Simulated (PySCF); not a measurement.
Calculations on `[C]([GeH3])#C[SiH2]C(=C)C`, in the order of a workflow; each names the level of the geometry that it ran on. Settings lines and outputs come from a driver script.

C₅H₁₀GeSi.
Atom-mapped SMILES: `[CH2:1]=[C:2]([CH3:3])[SiH2:4][C:5]#[C:6][GeH3:7]` (hydrogens: H8, H9 on C1; H10, H11, H12 on C3; H13, H14 on Si4; H15, H16, H17 on Ge7)

Step 1: PBE0-D3(BJ)/def2-SVP geometry optimisation, gas phase (PySCF 2.14.0) (from the GFN2-xTB geometry)
```json
{"job": {"xc": "PBE0", "basis": "def2-SVP", "d3": "d3bj", "grid": 1, "kind": "geom"}, "charge": 0, "multiplicity": 1}
```
```
step   0  E = -2561.84913164  max force = 0.025542
step   1  E = -2561.85325631  max force = 0.004147
step   2  E = -2561.85354755  max force = 0.002047
step   3  E = -2561.85357331  max force = 0.000697
step   4  E = -2561.85358167  max force = 0.000715
step   5  E = -2561.85358573  max force = 0.000397
optimisation converged
```

Final energy -2561.85359 Eh after 5 steps; dipole 0.67 D. Energies in Eh; «max force» is the largest Cartesian gradient component in Eh/bohr.

Time: 77 s. Hardware: one thread of an Arm Neoverse V2, no GPU, shared host.

Step 2: TDDFT CAM-B3LYP/def2-SVPD, vertical, gas phase, core orbitals frozen in the response (PySCF 2.14.0, density-fitted response routines) (on the PBE0-D3(BJ)/def2-SVP geometry)
```json
{"job": {"kind": "uv", "xc": "CAM-B3LYP", "basis": "def2-SVPD", "dynamic": true, "nstates": 6, "ntriplets": 0}, "charge": 0, "multiplicity": 1}
```
```
...
Static polarisability (au): isotropic 119.438, principal 87.904 111.435 158.976
Singlet excitations
state   eV       nm        f      main configurations
  1   5.6197    220.6   0.00003   H-1->L+1 0.42, H-1->L 0.18, H-2->L 0.13
  2   5.8748    211.0   0.00054   H-2->L+1 0.37, H-1->L 0.30, H-1->L+3 0.10
  3   5.8843    210.7   0.00025   H-2->L 0.40, H-1->L+1 0.25, H-2->L+3 0.13
  4   6.7744    183.0   0.00091   H->L+1 0.48, H->L 0.12, H-3->L+3 0.10
  5   6.8873    180.0   0.00391   H-3->L+3 0.21, H-2->L+3 0.20, H->L+1 0.18
  6   6.9045    179.6   0.24026   H->L 0.53, H->L+3 0.19, H->L+1 0.19
```

HOMO -8.88 eV, LUMO 0.64 eV; lowest singlet 5.62 eV; mean polarisability 119.4 au.

Hardware: one thread, Arm Neoverse V2, on a shared host. Cost: 59 s of wall time.

Step 3: core-valence-separated TDA BHandHLYP/aug-pcX-1 H:pcseg-1 Si:def2-SVPD Ge:def2-SVPD, K edges, non-relativistic, gas phase (PySCF 2.14.0, density-fitted response routines) (on the PBE0-D3(BJ)/def2-SVP geometry)
```json
{"job": {"kind": "xas", "xc": "BHandHLYP", "basis": {"default": "aug-pcX-1", "H": "pcseg-1", "Si": "def2-SVPD", "Ge": "def2-SVPD"}}, "charge": 0, "multiplicity": 1}
```
```
...
C K edge
   eV          f      from atoms
  282.365   0.05757   C0
  282.489   0.05887   C1
  282.554   0.05570   C4
  282.579   0.05735   C4
  282.747   0.04580   C5
  282.820   0.04708   C5
  285.440   0.00120   C2
  285.537   0.00831   C2
  285.670   0.01678   C1
  285.859   0.01937   C5
  285.908   0.00920   C0
  286.092   0.00089   C4
  286.197   0.00000   C5
  286.267   0.00068   C4
  286.280   0.02656   C2
  286.339   0.01013   C0
  286.432   0.01054   C4
  286.478   0.00172   C1
  286.539   0.00075   C1
  286.561   0.03587   C2
...
```

Lowest C 1s excitation 282.4 eV; the energies are raw, with no shift to experiment and no relativistic term. The log counts atoms from 0, this text from 1.

The run took 28 s on Arm Neoverse V2, one thread, on a shared host.

Geometry of the electronic-property runs (PBE0-D3(BJ)/def2-SVP):
```
atom  x, y, z in Å
C1    -1.6852    0.7752   -0.4611
C2    -1.9600   -0.4224    0.0723
C3    -3.3620   -0.9458    0.2114
Si4   -0.5696   -1.5304    0.6804
C5     1.0548   -0.7055    0.4478
C6     2.1216   -0.1284    0.2825
Ge7    3.7798    0.7664    0.0218
H8    -0.6589    1.1437   -0.5551
H9    -2.4843    1.4336   -0.8242
H10   -3.4888   -1.9001   -0.3275
H11   -3.6106   -1.1482    1.2670
H12   -4.1026   -0.2324   -0.1817
H13   -0.7530   -1.8476    2.1302
H14   -0.5721   -2.8251   -0.0680
H15    4.5936    0.6870    1.3212
H16    4.5366    0.0786   -1.1235
H17    3.4942    2.2320   -0.3371
```

One conformer stands for the species.
